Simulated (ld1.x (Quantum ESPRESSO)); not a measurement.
**Plane-wave convergence, TM potential for barium**

ld1.x (Quantum ESPRESSO) 7.5 input, shortened:

```
&input
   title='Ba', zed=56., rel=1, dft='PZ', iswitch=3,
   config='[Xe] 5d0 6s2 6p0'
 /
 &inputp
   pseudotype=2, tm=.true., lloc=-2, rcloc=2.35,
   nlcc=.false.
 /
3
5S  1  0   2.00   0.00  2.70  2.70  0.0
5P  2  1   6.00   0.00  2.05  2.05  0.0
5D  3  2   0.00   0.00  4.05  4.05  0.0
 &test
   configts(1)='5s2 5p6 5d0 6s2 6p0'
 /
```

Occupied shells without a wave of their own: 6s. They enter only through the test configuration that unscreens the potential.

The pseudo-atom Hamiltonian at the reference potential is diagonalised in spherical Bessel functions j_l(qr) that vanish at 20 bohr, with q² up to the cutoff. All-electron valence levels (Ry): 5s -2.4842, 6s -0.2463, 5p -1.3820, 6p -0.0941, 5d -0.1571.

Task: How do the lowest levels (Ry) of each channel move with the cutoff, and are there ghosts?

Result:

```json
{"cutoff (Ry)": "8", "s #1": "-2.4682", "s #2": "-0.2136", "p #1": "-1.3565", "p #2": "-0.0972", "d #1": "-0.1549", "f #1": "0.0848", "Σ f·Δε (mRy)": "196.2"}
{"cutoff (Ry)": "12", "s #1": "-2.4823", "s #2": "-0.2185", "p #1": "-1.3591", "p #2": "-0.0990", "d #1": "-0.1571", "f #1": "0.0847", "Σ f·Δε (mRy)": "142.9"}
{"cutoff (Ry)": "15", "s #1": "-2.4830", "s #2": "-0.2187", "p #1": "-1.3678", "p #2": "-0.0991", "d #1": "-0.1571", "f #1": "0.0847", "Σ f·Δε (mRy)": "88.3"}
{"cutoff (Ry)": "21", "s #1": "-2.4836", "s #2": "-0.2190", "p #1": "-1.3787", "p #2": "-0.0991", "d #1": "-0.1571", "f #1": "0.0847", "Σ f·Δε (mRy)": "21.5"}
{"cutoff (Ry)": "30", "s #1": "-2.4842", "s #2": "-0.2192", "p #1": "-1.3808", "p #2": "-0.0991", "d #1": "-0.1571", "f #1": "0.0847", "Σ f·Δε (mRy)": "7.3"}
{"cutoff (Ry)": "40", "s #1": "-2.4842", "s #2": "-0.2192", "p #1": "-1.3815", "p #2": "-0.0991", "d #1": "-0.1571", "f #1": "0.0847", "Σ f·Δε (mRy)": "3.2"}
{"cutoff (Ry)": "45", "s #1": "-2.4842", "s #2": "-0.2192", "p #1": "-1.3819", "p #2": "-0.0991", "d #1": "-0.1571", "f #1": "0.0847", "Σ f·Δε (mRy)": "0.9"}
{"cutoff (Ry)": "55", "s #1": "-2.4842", "s #2": "-0.2192", "p #1": "-1.3820", "p #2": "-0.0991", "d #1": "-0.1571", "f #1": "0.0847", "Σ f·Δε (mRy)": "0.3"}
{"cutoff (Ry)": "400", "s #1": "-2.4842", "s #2": "-0.2192", "p #1": "-1.3820", "p #2": "-0.0991", "d #1": "-0.1571", "f #1": "0.0847", "Σ f·Δε (mRy)": "0.0"}
```

Result: no extra level below or beside the all-electron valence levels (s, p, d, f tested); 10 mRy is reached at 25 Ry and 1 mRy at 45 Ry.

The potential misses its own reference levels by up to 0.4 eV. Its largest configuration-test error is +1372 meV.
